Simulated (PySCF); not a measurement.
**Bond length, frequency and bond energy of NaPb by level of theory**

State: ⁴Σ⁻ (quartet), unpaired electrons σ ↑, π ↑↑. Set-up: Na def2-SVP, Pb def2-SVP with ECP60; scalar-relativistic core potentials (PySCF 2.14). De refers to Na + Pb in their high-spin ground configurations, without counterpoise correction. The functionals are run spin-unrestricted. A positive dipole means Na(−)Pb(+).

```tsv
Level	Re (Å)	ωe (cm⁻¹)	De (eV)	μ (D)
UHF	3.016	163	0.70	-7.95
UHF-MP2	2.992	172	1.07	n/a
UHF-SCS-MP2	2.996	171	0.93	n/a
UHF-CCSD	3.000	170	1.03	n/a
UHF-CCSD(T)	3.000	170	1.05	n/a
PBE	2.992	158	1.07	-5.94
BP86	3.000	157	1.08	-6.16
r²SCAN	2.961	168	1.24	-6.85
PBE0	2.968	165	1.06	-6.59
BHandHLYP	2.959	166	0.88	-6.69
M06-2X	2.895	188	1.07	-7.47
ωB97X	2.934	175	0.80	-7.52
```

**Question.** Which functional lies closest to UHF-CCSD(T) in De, which farthest, and by how much do they differ from it?

**Answer.** Closest is PBE0 (-3.2 pm in Re, -2.9 % in ωe, +0.01 eV in De against UHF-CCSD(T) in the same basis), farthest ωB97X (-6.6 pm in Re, +2.9 % in ωe, -0.25 eV in De). CCSD(T) converges more slowly with the basis than the functionals do and binds too weakly in this one, so the order can change at the basis-set limit.

**Question.** What does a quarter of exact exchange do here, going from PBE to PBE0?

**Answer.** PBE0 less PBE: -2.4 pm in Re, +4.4 % in ωe, -0.01 eV in De. Exact exchange removes part of the self-interaction that spreads semilocal densities, and in most molecules shortens and stiffens the bond and lowers De; so it does here.

**Question.** What does second-order correlation do here, going from UHF to UHF-MP2?

**Answer.** UHF-MP2 less UHF: -2.4 pm in Re, +5.5 % in ωe, +0.37 eV in De. Correlation nearly always deepens the well. The bond shortens, as in weak, metallic or heavy-atom bonds, where dispersion and the correlation of outer-core electrons pull the atoms together.

Correlated steps freeze 5 core orbitals. Correlated levels converge slowly with the basis: in double zeta they bind strong bonds too weakly, by up to about 1 eV, and carry superposition errors of some tenths. Spin–orbit coupling is left out, which matters for elements this heavy, above all for dissociation energies. The state is the lowest determinant that a PBE0 search found; another state may lie lower at other levels.
